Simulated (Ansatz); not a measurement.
`C#CSB[SiH2]C`. The species carries charge 0 and has multiplicity 1. Geometry: relaxed with PBE0-D4/def2-TZVP. It is one conformer, not always the lowest.

```xyz
13

C     0.803   -0.917   -1.668
C     1.397   -1.497   -0.736
S     1.158   -2.067    0.774
B    -0.340   -1.345   -0.352
Si   -1.038    0.383    0.420
C     0.334    1.574    0.893
H     0.656   -0.470   -2.627
H    -1.002   -2.272   -0.710
H    -1.889    0.102    1.614
H    -1.931    1.044   -0.581
H     0.986    1.135    1.651
H    -0.081    2.500    1.296
H     0.948    1.828    0.026
```

(1) What is the dipole moment at B3LYP/def2-TZVPP? (Estimate.)

(2) And with PBE, r2SCAN, ωB97M-V? (Best estimate.)

(3) Give the Mulliken charges with B3LYP, PBE, ωB97M-V in def2-TZVPP. (Best estimate.)

## Answers

(1) Computed: 1.79 D, with components (1.35, 0.30, -1.14) D in this frame, pointing from negative to positive charge.

(2) The calculation gave: PBE 1.75 D, r2SCAN 1.79 D, ωB97M-V 1.91 D.

(3) Computed: 
```
atom  B3LYP    PBE  ωB97M-V
  C1  -0.24  -0.22    -0.24
  C2   0.08   0.12     0.11
  S3  -0.06  -0.04    -0.01
  B4   0.06   0.02    -0.12
 Si5   0.20   0.13     0.14
  C6  -0.40  -0.38    -0.47
  H7   0.21   0.19     0.20
  H8   0.04   0.03     0.12
  H9  -0.10  -0.08    -0.05
 H10  -0.10  -0.08    -0.05
 H11   0.10   0.10     0.12
 H12   0.11   0.11     0.13
 H13   0.10   0.10     0.12
```

B3LYP here is the variant with VWN-RPA as its local correlation; programs differ in this.
